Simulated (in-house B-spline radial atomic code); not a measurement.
Results of a calculation; reference values are marked as such.
# Making a Troullier-Martins p channel for F, r_c = 0.79 bohr

F, [He] 2s2 2p5, non-relativistic LDA (VWN5), spherical and spin-unpolarised, from a B-spline radial code for spherical atoms (atomic units). The all-electron 2p level is ε = -0.415606 hartree and its outer maximum at 0.70 bohr.

Inside r_c the pseudo-orbital is u(r) = r^2 exp(p(r)), with p = c0 + c2 r² + c4 r⁴ + … + c12 r¹². The seven coefficients follow from p and its first four derivatives at r_c, from zero curvature of the screened potential at the origin, c4 = −c2²/(2l + 5), and from the norm inside r_c. At r_c the all-electron orbital has P = 0.8960624, P' = -0.1815463, the screened potential V = -2.985478, V' = 8.002805, V'' = -28.0512, and the norm inside is Q = 0.3689164.

Task: What are p, p' and p'' at r_c?

Result: p = ln(P/r_c^2) = ln(0.8960624/0.6241) = 0.36170. p' = P'/P − 2/r_c = -0.20260 − 2.53165 = -2.73425. The radial equation gives p'' = 2(V − ε) − 2(2) p'/r_c − p'² = -5.13974 − (-13.84430) − 7.47612 = 1.22844. Differentiating, p''' = 2V' + 2(2)p'/r_c² − 2(2)p''/r_c − 2p'p'' = -1.0211, and p'''' = 2V'' − 4(2)p'/r_c³ + 4(2)p''/r_c² − 2(2)p'''/r_c − 2p''² − 2p'p''' = 0.57808.

For a trial c2 the five matching conditions are linear in c0, c6, c8, c10 and c12, and c2 is varied until the norm inside r_c equals Q. The root nearest zero gives:

| n | c_n |
| --- | --- |
| 0 | 2.245425 |
| 2 | -4.330705 |
| 4 | -2.679287 |
| 6 | 24.62001 |
| 8 | -47.16147 |
| 10 | 40.35949 |
| 12 | -13.34547 |

Task: Check c4 and p(r_c), and find the screened pseudopotential at the origin.

Result: −c2²/7 = -2.67929, as listed. The terms c_n r_c^n are 2.24543, -2.70279, -1.04358, 5.98481, -7.15491, 3.82135, -0.78860, which sum to 0.36170. Inverting the radial equation, V_l(r) = ε + 2 p'/r + (p'' + p'²)/2, so V_l(0) = ε + (2l + 3) c2 = -0.415606 + 5 × (-4.33071) = -22.0691 hartree, finite where the all-electron potential diverges.

Orbitals and screened potentials:

```json
{"r (bohr)": "0.079", "P": "0.09448", "u": "0.05737", "V all-electron": "-95.34", "V pseudo": "-22.04"}
{"r (bohr)": "0.198", "P": "0.3704", "u": "0.3116", "V all-electron": "-30.02", "V pseudo": "-21.09"}
{"r (bohr)": "0.316", "P": "0.6153", "u": "0.608", "V all-electron": "-15.3", "V pseudo": "-17.31"}
{"r (bohr)": "0.435", "P": "0.7816", "u": "0.8031", "V all-electron": "-9.191", "V pseudo": "-11.06"}
{"r (bohr)": "0.553", "P": "0.8709", "u": "0.8819", "V all-electron": "-6.042", "V pseudo": "-5.822"}
{"r (bohr)": "0.672", "P": "0.9032", "u": "0.904", "V all-electron": "-4.163", "V pseudo": "-3.743"}
{"r (bohr)": "0.79", "P": "0.8961", "u": "0.8961", "V all-electron": "-2.985", "V pseudo": "-2.985"}
```

Logarithmic derivatives P'/P at R = 1.09 bohr, for energies E around ε:

```json
{"E − ε (hartree)": "-0.5", "all-electron": "0.200376", "pseudo": "0.200934"}
{"E − ε (hartree)": "-0.25", "all-electron": "-0.151048", "pseudo": "-0.150866"}
{"E − ε (hartree)": "-0.1", "all-electron": "-0.394942", "pseudo": "-0.394908"}
{"E − ε (hartree)": "0", "all-electron": "-0.574786", "pseudo": "-0.574786"}
{"E − ε (hartree)": "0.1", "all-electron": "-0.77101", "pseudo": "-0.770965"}
{"E − ε (hartree)": "0.25", "all-electron": "-1.10233", "pseudo": "-1.10199"}
{"E − ε (hartree)": "0.5", "all-electron": "-1.78693", "pseudo": "-1.78494"}
```

Task: With P(R) = 0.7902692 and a norm of 0.5858593 inside R, what slope in energy does norm conservation fix?

Result: d(P'/P)/dE = −2 × (norm inside R)/P(R)² = -1.8762 per hartree·bohr at E = ε, for both atoms, since orbital and norm agree at R. Differences over ±0.1 hartree give -1.8803 (all-electron) and -1.8803 (pseudo), which also hold third-order terms. Half a hartree below ε the two curves differ by +0.0006.
